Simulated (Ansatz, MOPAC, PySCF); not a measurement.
gallium nitride flake of 1 rings (benzene shape) `[NH]1[GaH][NH][GaH][NH][GaH]1`, neutral singlet in the gas phase. 

Z-matrix (Å, degrees):
```
N
H 1 1.0248
Ga 1 1.8479 2 116.68
Ga 1 1.8479 2 116.68 3 -179.94
N 4 1.8479 1 113.36 2 179.98
H 5 1.0248 4 116.70 1 179.91
N 3 1.8480 1 113.36 2 -179.94
H 7 1.0248 3 116.67 1 179.95
Ga 7 1.8479 8 116.70 3 -179.99
H 3 1.5685 1 123.32 2 -0.02
H 4 1.5685 5 123.33 6 -0.05
H 9 1.5685 7 123.33 8 0.09
```
Charge 0, multiplicity 1.

All levels are single points at this geometry (PBE-D3(BJ)/def2-SVP); Pople sets use spherical d functions. Orbital energies aren't observables, and empty levels follow the basis.

```json
[
 {"level": "B3LYP-D3(BJ)/def2-SVP in Ansatz", "HOMO (eV)": "-6.64", "LUMO (eV)": "-0.41", "gap (eV)": "6.23", "dipole (D)": "0.00", "vertical IE, Delta-SCF (eV)": "8.55"},
 {"level": "CAM-B3LYP-D3(BJ)/def2-SVP in Ansatz", "HOMO (eV)": "-8.21", "LUMO (eV)": "0.76", "gap (eV)": "8.97", "dipole (D)": "0.00", "vertical IE, Delta-SCF (eV)": "–"},
 {"level": "PBE-D3(BJ)/def2-SVP in Ansatz", "HOMO (eV)": "-5.67", "LUMO (eV)": "-0.97", "gap (eV)": "4.70", "dipole (D)": "0.00", "vertical IE, Delta-SCF (eV)": "8.31"},
 {"level": "B3LYP/6-31G* in PySCF", "HOMO (eV)": "-6.61", "LUMO (eV)": "-0.46", "gap (eV)": "6.15", "dipole (D)": "0.00", "vertical IE, Delta-SCF (eV)": "8.52"},
 {"level": "PBE/6-31G* in PySCF", "HOMO (eV)": "-5.64", "LUMO (eV)": "-1.01", "gap (eV)": "4.63", "dipole (D)": "0.00", "vertical IE, Delta-SCF (eV)": "–"},
 {"level": "HF/6-31G* in PySCF", "HOMO (eV)": "-9.94", "LUMO (eV)": "2.48", "gap (eV)": "12.43", "dipole (D)": "0.00", "vertical IE, Delta-SCF (eV)": "–"},
 {"level": "AM1 in MOPAC", "HOMO (eV)": "-10.24", "LUMO (eV)": "-2.12", "gap (eV)": "8.12", "dipole (D)": "0.00", "vertical IE, Delta-SCF (eV)": "–"},
 {"level": "PM3 in MOPAC", "HOMO (eV)": "-9.89", "LUMO (eV)": "-2.75", "gap (eV)": "7.14", "dipole (D)": "0.00", "vertical IE, Delta-SCF (eV)": "–"},
 {"level": "PM6 in MOPAC", "HOMO (eV)": "-9.30", "LUMO (eV)": "0.37", "gap (eV)": "9.68", "dipole (D)": "0.00", "vertical IE, Delta-SCF (eV)": "–"},
 {"level": "PM7 in MOPAC", "HOMO (eV)": "-8.56", "LUMO (eV)": "1.54", "gap (eV)": "10.09", "dipole (D)": "0.00", "vertical IE, Delta-SCF (eV)": "–"}
]
```

Ansatz is an electronic-structure program.
